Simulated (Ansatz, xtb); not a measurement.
# A geometry optimisation of CH6Ge2 with r2SCAN-D4/def2-SVP

The starting geometry of this gas-phase singlet was built from a drawn formula by distance geometry and a force field; its bonds are those of `[CH][GeH2][GeH3]`.

| atom | x (Å) | y (Å) | z (Å) |
| --- | --- | --- | --- |
| C | 0.4235 | 0.3901 | 0.6718 |
| Ge | 0.1182 | -1.4975 | 0.2494 |
| Ge | -0.2297 | -1.7520 | -2.0988 |
| H | 1.3368 | 0.7421 | 0.1069 |
| H | -1.1338 | -1.9893 | 1.0269 |
| H | 1.3486 | -2.2994 | 0.6768 |
| H | -1.4557 | -0.8978 | -2.5094 |
| H | -0.4713 | -3.2052 | -2.4059 |
| H | 1.0381 | -1.2585 | -2.8389 |

Q: Where would you expect an optimisation with r2SCAN-D4/def2-SVP to take it?

A: It rearranges to `[GeH2]=[CH][GeH3]`. Contacts that open: Ge2–Ge3 (2.39 → 3.28 Å). Contacts that close: C1–Ge3 (3.56 → 1.92 Å).

The energy falls by 2.93 eV over 23 steps:

```json
{"step": "1", "E − E(last) (eV)": "2.926"}
{"step": "3", "E − E(last) (eV)": "2.790"}
{"step": "6", "E − E(last) (eV)": "2.476"}
{"step": "8", "E − E(last) (eV)": "1.807"}
{"step": "11", "E − E(last) (eV)": "0.954"}
{"step": "13", "E − E(last) (eV)": "0.526"}
{"step": "16", "E − E(last) (eV)": "0.097"}
{"step": "18", "E − E(last) (eV)": "0.005"}
{"step": "21", "E − E(last) (eV)": "0.000"}
{"step": "23", "E − E(last) (eV)": "0.000"}
```

Final geometry (Å):

| atom | x (Å) | y (Å) | z (Å) |
| --- | --- | --- | --- |
| C | 0.5204 | -0.7530 | -0.4819 |
| Ge | 0.3909 | -1.8600 | 0.9061 |
| Ge | -0.2552 | -1.0757 | -2.2125 |
| H | 1.0846 | 0.1761 | -0.3289 |
| H | -0.3690 | -3.1808 | 0.8115 |
| H | 1.0208 | -1.5706 | 2.2685 |
| H | -1.2581 | 0.0330 | -2.5848 |
| H | -0.9883 | -2.4272 | -2.1926 |
| H | 0.8286 | -1.1093 | -3.3068 |

From the same start GFN2-xTB reaches the same bonding as this run.

The end wasn't checked by frequencies. Run with Ansatz 0.2.0, 33 s on 2 threads of Intel(R) Xeon(R) Platinum 8488C (Sapphire Rapids), on a shared host.
